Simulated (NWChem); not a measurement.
System: C2H3AlClF; SMILES [F][Al]([CH]=C)[Cl]

```xyz
8

Al    -0.5291     0.0895     0.0000
F     -2.0389     0.8122     0.0000
Cl     1.1512     1.3618     0.0000
C     -0.2924    -1.8274     0.0000
C      0.9481    -2.3657     0.0000
H     -1.1569    -2.5173     0.0000
H      1.1197    -3.4579     0.0000
H      1.8569    -1.7375     0.0000
```
Atoms are numbered in this order, from 1.

Level: PBE-D3(BJ)/def2-SVP (NWChem), optimised geometry, unscaled harmonic frequencies. 

Problem. List the harmonic frequencies with IR intensities, and the thermochemistry.

Solution. 
```tsv
frequency (cm⁻¹)	IR intensity (km/mol)
82	1.1
101	1.1
198	20.6
217	23.0
297	7.1
463	56.2
464	21.2
678	133.7
866	115.2
961	13.9
969	23.5
1017	12.7
1219	4.0
1370	18.2
1598	13.4
3038	13.5
3071	3.2
3130	5.6
```

| Item | Value |
|---|---|
| zero-point energy | 28.2 kcal/mol |
| thermal correction to the enthalpy at 298.15 K (with zero-point energy) | 33.0 kcal/mol |
| heat capacity Cv | 20.8 cal/(mol K) |
| entropy at 298.15 K and 1 atm (symmetry number 1) | 82.9 cal/(mol K) |
| dipole moment | 2.28 D |

Rigid rotor and harmonic oscillator; modes under 100 cm⁻¹ make the entropy uncertain.
